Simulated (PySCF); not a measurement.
PySCF input for siletan-3-ol (C3H8OSi), SMILES C1C(O)C[SiH2]1, TPSSh-D3(BJ)/def2-SVP. 

```python
import numpy as np
from pyscf import gto, scf, dft
import os
os.environ['JAX_PLATFORMS'] = 'cpu'
from ase import Atoms, units
from ase.calculators.calculator import Calculator, all_changes
from sella import Sella

mol = gto.M(
    atom='''
    O    -1.95229951    0.82382849   -0.12170536
    C    -0.81030162    0.27603012    0.49014446
    C     0.44830957    1.08842650    0.13635587
    Si    1.41882239   -0.51313459   -0.23126943
    C    -0.38561877   -1.11183554   -0.04532049
    H    -2.70283487    0.24310316    0.04084967
    H    -0.95231259    0.23507446    1.58034768
    H     0.77997268    1.75512428    0.92732164
    H     0.24713519    1.69355756   -0.74489839
    H     2.31419799   -0.95151193    0.84034546
    H     2.04114433   -0.64991278   -1.54631528
    H    -0.87244262   -1.31106289   -0.99890737
    H    -0.61431271   -1.93684184    0.62559234
    ''',
    basis='def2-SVP',
    charge=0,
    spin=0,
    max_memory=1600,
    verbose=3,
)
mf = dft.RKS(mol, xc='tpssh').density_fit(auxbasis='def2-universal-jkfit')
mf.disp = 'd3bj'
mf.grids.level = 4
mf.conv_tol = 1e-9
mf.max_cycle = 100
mf.kernel()
grad = mf.nuc_grad_method()
grad.grid_response = mol.nao <= 150
scan = grad.as_scanner()
scan.verbose = scan.base.verbose = 0
class SCF(Calculator):
    implemented_properties = ['energy', 'forces']
    def calculate(self, atoms=None, properties=None, system_changes=all_changes):
        super().calculate(atoms, properties, system_changes)
        e, g = scan(mol.set_geom_(self.atoms.positions, unit='Angstrom', inplace=False))
        assert scan.converged
        self.results = {'energy': float(e) * units.Hartree, 'forces': -np.asarray(g) * units.Hartree / units.Bohr}
atoms = Atoms(mol.elements, mol.atom_coords(unit='Angstrom'), calculator=SCF())
conv = Sella(atoms, order=0, internal=True, allow_fragments=True).run(fmax=0.002, steps=150)
mol_eq = mol.set_geom_(atoms.positions, unit='Angstrom', inplace=False)
print(mol_eq.tostring(format='xyz'))
mf.reset(mol_eq)
mf.verbose = 3
mf.kernel()
```

Log of the run:

```
converged SCF energy = -483.627666555115
     Step          Energy         fmax         cmax       rtrust          rho
Sella   0   -13160.179127       1.2037       0.0000       0.1000       1.0000
Sella   1   -13160.254419       1.2037       0.0000       0.1000       1.2349
Sella   2   -13160.274553       0.6200       0.0000       0.1000       1.3608
Sella   3   -13160.287332       0.2081       0.0000       0.1000       1.3937
Sella   4   -13160.296222       0.2820       0.0000       0.1000       1.2432
Sella   5   -13160.300035       0.3648       0.0000       0.1000       1.2888
Sella   6   -13160.301024       0.1722       0.0000       0.1000       1.2393
Sella   7   -13160.301297       0.0511       0.0000       0.1000       1.3403
Sella   8   -13160.301393       0.0265       0.0000       0.1000       1.2224
Sella   9   -13160.301415       0.0204       0.0000       0.1000       1.3612
Sella  10   -13160.301425       0.0111       0.0000       0.1000       1.3042
Sella  11   -13160.301429       0.0054       0.0000       0.1000       1.3839
Sella  12   -13160.301431       0.0031       0.0000       0.1000       1.3115
Sella  13   -13160.301431       0.0026       0.0000       0.1000       1.2594
13
XYZ from PySCF
O          -2.00550630        0.83190594        0.10138472
C          -0.77814075        0.25264517        0.49360609
C           0.42667413        1.11274723        0.04272179
Si          1.39453476       -0.51221044       -0.14276838
C          -0.40941471       -1.11330727       -0.16436771
H          -2.71792466        0.25021202        0.40875324
H          -0.73710120        0.13385310        1.59617407
H           0.71787215        1.93445243        0.71122367
H           0.20192147        1.52617970       -0.95568548
H           2.16611264       -0.91715743        1.06481111
H           2.24093464       -0.71981351       -1.34958006
H          -0.78334575       -1.11705956       -1.20297761
H          -0.75715697       -2.02160239        0.34924534
converged SCF energy = -483.632161169432
```

Self-consistency was reached.
